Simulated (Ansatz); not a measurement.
Consider the redistribution: `F[SiH2][AlH2]` + `O[SiH2]S[SiH](O)O` → `O[SiH](F)[AlH2]` + `O[SiH](O)S[SiH3]`.

Computed with Ansatz on PBE0-D4/def2-TZVP structures; ΔE is electronic, products minus reactants. CCSD(T)/CBS is the MP2 limit (def2-TZVPP, def2-QZVPP) plus CCSD(T) − MP2 in def2-TZVPP, frozen cores. Functionals use def2-TZVPP. B3LYP here is the variant with VWN-RPA as its local correlation; programs differ in this. Each species was taken in one conformer, which may not be the lowest.

```tsv
level	ΔE (kJ/mol)
PBE-D4	0.3
PBE0-D4	-0.8
B3LYP-D4	-1.2
ωB97X-V	-2.4
PBE	-1.8
r2SCAN	0.4
PBE0	-2.6
MP2/CBS(def2)	-2.2
```

(1) What does CCSD(T)/CBS give? (Estimate.)

Largest T1 diagnostic among the species: 0.012.

Answers

(1) The calculation gave: -2.5 kJ/mol. The listed levels differ from it by 2.8, 1.7, 1.3, 0.1, 0.7, 2.9, -0.1, 0.3 kJ/mol.

In def2-TZVPP, CCSD(T) changes the Hartree–Fock value by +6.8 kJ/mol (the triples alone add +1.4 kJ/mol) and MP2 by +7.1 kJ/mol. The D4 term adds +3.3 kJ/mol with B3LYP and +1.8 kJ/mol with PBE0; it sums over pairs of atoms, weighted by their polarisabilities, and B3LYP, whose exchange is more repulsive, gets the larger term.
